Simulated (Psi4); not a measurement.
CH4OZn, singlet, at a GFN2-xTB geometry (such geometries of metal compounds can be far from the true shape), with bond 4-2 at 1.3 times its length; BLYP/def2-SV(P) (Psi4 1.11).

Psi4 was given this input:
```
memory 2 GB

molecule {
0 1
  Zn   -0.01725634    0.01469602    0.17610893
  C    -0.16999058    1.58529776   -1.03868649
  H    -0.89438198    2.31293583   -0.69757834
  H    -0.57114427    1.12702102   -2.31020181
  H     0.78322230    2.08823604   -1.14561464
  O     0.23277667   -1.66790958    0.45013089
  H     0.26515014   -2.24333970    1.20777220
}

set basis def2-sv(p)
set cholesky_tolerance 1e-6
set scf_type cd

energy('blyp')
print_variables()
```

**Question.** Write the output that Psi4 gives for this input, abridged.

**Answer.** 
```
   => Loading Basis Set <=

    Name: DEF2-SV(P)
    Role: ORBITAL
    Keyword: BASIS

         ---------------------------------------------------------
                                   SCF
               by Justin Turney, Rob Parrish, Andy Simmonett
                          and Daniel G. A. Smith
                              RKS Reference
         ---------------------------------------------------------

  ==> Geometry <==

    Molecular point group: c1
    Full point group: C1

    Geometry (in Angstrom), charge = 0, multiplicity = 1:

       Center              X                  Y                   Z               Mass
    ------------   -----------------  -----------------  -----------------  -----------------
         ZN          -0.018921228184     0.050175404358     0.144579810742    63.929142010000
         C           -0.171655468184     1.620777144358    -1.070215609258    12.000000000000
         H           -0.896046868184     2.348415214358    -0.729107459258     1.007825032230
         H           -0.572809158184     1.162500404358    -2.341730929258     1.007825032230
         H            0.781557411816     2.123715424358    -1.177143759258     1.007825032230
         O            0.231111781816    -1.632430195642     0.418601770742    15.994914619570
         H            0.263485251816    -2.207860315642     1.176243080742     1.007825032230

  Running in c1 symmetry.

  Rotational constants: A =      1.98373  B =      0.14834  C =      0.14188 [cm^-1]
  Rotational constants: A =  59470.80175  B =   4447.17933  C =   4253.32394 [MHz]
  Nuclear repulsion =  170.370360720551105

  Charge       = 0
  Multiplicity = 1
  Electrons    = 48
  Nalpha       = 24
  Nbeta        = 24

  ==> Algorithm <==

  SCF Algorithm Type is CD.
  DIIS enabled.
  MOM disabled.
  Fractional occupation disabled.
  Guess Type is SAD.
  Energy threshold   = 1.00e-06
  Density threshold  = 1.00e-06
  Integral threshold = 1.00e-12

  ==> Primary Basis <==

  Basis Set: DEF2-SV(P)
    Blend: DEF2-SV(P)
    Number of shells: 30
    Number of basis functions: 60
    Number of Cartesian functions: 64
    Spherical Harmonics?: true
    Max angular momentum: 2

  ==> DFT Potential <==

   => LibXC <=

    Version 7.1.2
    S. Lehtola, C. Steigemann, M. J. T. Oliveira, and M. A. L. Marques,  SoftwareX 7, 1–5 (2018) (10.1016/j.softx.2017.11.002)

   => Composite Functional: BLYP <=

    BLYP GGA Exchange-Correlation Functional

[...]
   @RKS iter   6: -1894.76805000886634   -9.67012e-02   1.34869e-03 ADIIS/DIIS
   @RKS iter   7: -1894.77049371417729   -2.44371e-03   8.82426e-04 ADIIS/DIIS
   @RKS iter   8: -1894.77204142300047   -1.54771e-03   1.66311e-04 ADIIS/DIIS
   @RKS iter   9: -1894.77208099701647   -3.95740e-05   2.91199e-05 DIIS
   @RKS iter  10: -1894.77208291810985   -1.92109e-06   3.30802e-06 DIIS
   @RKS iter  11: -1894.77208293736248   -1.92526e-08   3.36290e-07 DIIS
  Energy and wave function converged.

  ==> Post-Iterations <==

   Electrons on quadrature grid:
      Ntotal   =   47.9999983635 ; deviation = -1.637e-06

    Orbital Energies [Eh]
    ---------------------

    Doubly Occupied:

[...]
    Virtual:

[...]
    Final Occupation by Irrep:
              A
    DOCC [    24 ]
    NA   [    24 ]
    NB   [    24 ]

  @RKS Final Energy: -1894.77208293736248

   => Energetics <=

    Nuclear Repulsion Energy =            170.3703607205511048
    One-Electron Energy =               -2978.5689924015505312
    Two-Electron Energy =                1000.0145158534243137
    DFT Exchange-Correlation Energy =     -86.5879671097873853
    Empirical Dispersion Energy =           0.0000000000000000
    VV10 Nonlocal Energy =                  0.0000000000000000
    Total Energy =                      -1894.7720829373624838

Computation Completed

Properties will be evaluated at   0.000000,   0.000000,   0.000000 [a0]

Properties computed using the SCF density matrix

 Multipole Moments:

 ------------------------------------------------------------------------------------
     Multipole            Electronic (a.u.)      Nuclear  (a.u.)        Total (a.u.)
 ------------------------------------------------------------------------------------

 L = 1.  Multiply by 2.5417464519 to convert [e a0] to [Debye]
 Dipole X            :          0.2675243           -0.3259565           -0.0584322
 Dipole Y            :         -2.7547466            3.0183729            0.2636263
 Dipole Z            :          4.1321922           -3.4144030            0.7177892
 Magnitude           :                                                    0.7668993

 ------------------------------------------------------------------------------------

  Variable Map:
  ----------------------------------------------------------------------------
[...]
  Array Variable Map:
  ----------------------------------------------------------------------------
[...]
[...]
```
